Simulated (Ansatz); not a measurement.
Species: C$_{4}$H$_{12}$OSi, SMILES `CO[Si](C)(C)C` (C–O–Si–C torsion 61°) (charge 0, multiplicity 1).

Question: Give a relaxed geometry from PBE-D3(BJ)/def2-SVP in Ansatz (a first-principles code).

Answer: This is not unique; one that fits is the end point of this relaxation, one of several conformers (outside a Z-matrix the atoms follow the SMILES, hydrogens last).
Cartesian coordinates (Å) in one orientation:
```xyz
18

C      2.264    -0.098    -0.818
O      0.908    -0.249    -1.163
Si    -0.368    -0.034    -0.067
C     -0.207    -1.266     1.357
C     -0.349     1.732     0.603
C     -1.919    -0.361    -1.073
H      2.890    -0.293    -1.714
H      2.505     0.932    -0.460
H      2.588    -0.811    -0.022
H      0.719    -1.098     1.944
H     -0.185    -2.308     0.977
H     -1.064    -1.176     2.056
H     -0.412     2.469    -0.224
H     -1.211     1.906     1.281
H      0.574     1.945     1.180
H     -1.995     0.347    -1.922
H     -2.829    -0.247    -0.448
H     -1.912    -1.390    -1.486
```
